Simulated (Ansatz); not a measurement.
C3H8Si2 can be A, `CC1=C[SiH2][SiH2]1`, or B, `C[SiH2]C1=C[SiH2]1`.

Gas-phase electronic energies from Ansatz, PBE0-D4/def2-TZVP geometries. CBS: MP2 limit from def2 TZ/QZ plus the TZ coupled-cluster correction, frozen cores. Functionals use def2-TZVPP. B3LYP here is the variant with VWN-RPA as its local correlation; programs differ in this. One conformer a species, not always the lowest.

**Question.** Which isomer does CCSD(T)/CBS put lower? Give the gap. (Best estimate.)

**Answer.** Computed: A, by 12.0 kcal/mol.

**Question.** Give E(B) − E(A) in kcal/mol with B3LYP, r2SCAN-D4, B2PLYP, PBE0-D4, B3LYP-D4, CCSD/def2-TZVPP, HF/def2-TZVPP. (An estimate is asked.)

**Answer.** The calculation gave: B3LYP 11.1, r2SCAN-D4 11.5, B2PLYP 11.1, PBE0-D4 14.7, B3LYP-D4 12.2, CCSD/def2-TZVPP 12.0, HF/def2-TZVPP 10.9. None reverses the order clearly.

Largest T1 diagnostic: 0.012.

The D4 term adds +1.0 kcal/mol with B3LYP and +0.5 kcal/mol with PBE0; it sums over pairs of atoms, weighted by their polarisabilities, and B3LYP, whose exchange is more repulsive, gets the larger term.
